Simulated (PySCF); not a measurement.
## Telling isomers of C5H14OSi apart by NMR

PySCF 2.14.0 with density-fitted response routines calculation with σ from GIAO-PBE0/pcSseg-1 and structure optimised with GFN2-xTB; equivalent nuclei averaged, no relativistic terms, a single conformation, no solvent model.

Chemical shifts δ = σref − σ; ¹H, ¹³C vs TMS, all at this level. Where no couplings were computed, multiplicities follow the n + 1 count of equivalent neighbours, and m marks all less simple cases (inequivalent or close neighbours, rings, F or P nearby). Shifts are as computed. Against solution values, carbons near 30 ppm lie about +3 ppm off and those near 130 ppm about +5 ppm. Of 1211 compounds with measured shifts, 218 miss one by over three times the rms of a fit or turn the order of signals round; such compounds aren't used in these exercises.

(1) Tabulate the signals of `CCO[Si](C)(C)C`, `C[SiH2]OC(C)(C)C` and their relative energies.

(2) What is the quickest way to tell CCO[Si](C)(C)C from C[SiH2]OC(C)(C)C?

Answers

(1) 
```json
{"SMILES": "CCO[Si](C)(C)C", "carbon types": "1×CH2 4×CH3", "δC": "61.3, 20.8, -0.2", "δH": "3.83 (q, 2H), 1.29 (t, 3H), 0.04 (s, 9H)", "E rel. (kcal/mol)": "0.0"}
{"SMILES": "C[SiH2]OC(C)(C)C", "carbon types": "1×C 4×CH3", "δC": "72.7, 32.8, -2.1", "δH": "5.09 (q, 2H), 1.34 (s, 9H), 0.16 (t, 3H)", "E rel. (kcal/mol)": "16.2"}
```

Energies are electronic energies at PBE0/pcSseg-1 on these geometries, without zero-point or thermal terms, each for the one conformer computed, which needn't be the lowest.

(2) Both give the same number of carbon signals, but DEPT or the intensities differ. The first has an sp3 CH2 bonded to O at 61.3 ppm, the second a fully substituted sp3 carbon bonded to O (C) at 72.7 ppm. In the proton spectra the most deshielded non-exchanging signals are 3.83 (q, 2H) and 5.09 (q, 2H).
